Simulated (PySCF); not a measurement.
Species: C₆H₅FNO (doublet state).
Cartesian coordinates in Å at the GFN2-xTB level; atoms count from 1:
```xyz
14
C6H5FNO angstrom
N      0.038    3.436   -0.137
C      0.025    2.339    0.178
C      0.009    0.943    0.561
C      1.350    0.337    0.530
C      1.680   -0.834    0.071
O      0.726   -1.731   -0.433
C     -0.579   -1.351   -0.256
F     -0.983   -1.684    1.029
C     -0.849    0.142   -0.456
H     -0.420    0.871    1.570
H      2.668   -1.257    0.030
H     -1.188   -1.969   -0.931
H     -1.910    0.346   -0.304
H     -0.567    0.411   -1.475
```

The hyperfine couplings belong to this conformer and change with its torsions.

The species is `C([C@@H]1[C]=CO[C@@H](F)C1)#N` [radical].

The calculation used PySCF 2.14.0, UKS B3LYP, pcH-1 on C F H N O, non-relativistic, mean-field spin-orbit, GIAO. Geometry: GFN2-xTB, one conformer, isolated molecule. Couplings are sensitive to structure, and on GFN2-xTB geometries they can be far from those on DFT ones. The SCF solution wasn't tested for stability.

Computed for the main isotopes (class means, splittings of 0.05 mT or more): g = 2.0022; H11 1H +46.3 MHz (1.65 mT); H13 1H +20.5 MHz (0.73 mT); H12 1H +12.2 MHz (0.43 mT); H10 1H +6.7 MHz (0.24 mT); F8 19F -5.8 MHz (0.21 mT); H14 1H -3.3 MHz (0.12 mT); 64 first-order lines, 3.38 mT wide.

Q: What changes when 1H at H12 is replaced by 2H?

A: Only the nuclear moment changes in this model. The ratio of g factors is 0.85744/5.58569 = 0.1535, so a goes from +12.2 to +1.9 MHz (0.067 mT). The spin goes from 1/2 to 1, so the 1:1 doublet becomes a 1:1:1 triplet. The spectrum then has 96 first-order lines over 3.08 mT.

Q: Give position and intensity of the satellites from 13C at C4.

A: a = +428.9 MHz, or 15.30 mT in magnitude, and I = 1/2, so to first order each main line has two satellites, at ±7.65 mT. The isotope's abundance is about 1.07 %, shared among 2 lines, so each has 0.54 % of the main line's intensity. At 340 mT second-order shifts move them to lower field by up to 0.17 mT.

Q: Where do the 13C satellites of C5 appear, and how strong are they?

A: a = +53.1 MHz, or 1.89 mT in magnitude, and I = 1/2, so to first order each main line has two satellites, at ±0.95 mT. The isotope's abundance is about 1.07 %, shared among 2 lines, so each has 0.54 % of the main line's intensity.

Q: Where do the 13C satellites of C2 appear, and how strong are they?

A: a = +27.1 MHz, or 0.97 mT in magnitude, and I = 1/2, so to first order each main line has two satellites, at ±0.48 mT. The isotope's abundance is about 1.07 %, shared among 2 lines, so each has 0.54 % of the main line's intensity.
